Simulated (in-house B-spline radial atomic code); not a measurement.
The numbers below are computed, except where a source is named.
**C6 from the polarisability at imaginary frequency: C⁴⁺**

B3LYP (VWN-RPA) linear response of the closed shell 1s2, from an all-electron radial atomic-structure program (B-spline basis); scalar-relativistic (spin-free one-electron X2C), finite nucleus, no spin-orbit coupling.

The dispersion coefficient of two like species is C6 = (3/π) ∫ α(iu)² du from 0 to ∞.

```csv
u (hartree),α(iu) (bohr³)
0,0.009191
0.335,0.009184
0.783,0.009155
1.34,0.009086
2.24,0.008904
3.35,0.008577
5.03,0.007924
7.83,0.006665
11.2,0.005244
16.8,0.003511
28,0.001766
55.9,0.0005564
```

Q: Fit one oscillator, α(iu) = α(0)/(1 + u²/ω²), through u = 28 and estimate C6.

A: From α(0)/α(iu) − 1 = 0.009191/0.001766 − 1 = 4.2044, ω = u/√4.2044 = 13.6554 hartree (371.6 eV). London's formula gives C6 = (3/4) α(0)² ω = 0.75 × 0.009191² × 13.6554 = 0.0008652 hartree·bohr⁶, and the oscillator holds f = α(0) ω² = 1.71 electrons, of a sum of oscillator strengths of 2.0.

Q: How does that compare with the full integral?

A: The program's quadrature over all excitations gives C6 = 0.0008304, so the single oscillator is off by +4.2 %. At the last point the fit gives α = 0.000518 against 0.000556: one oscillator follows the curve closely.
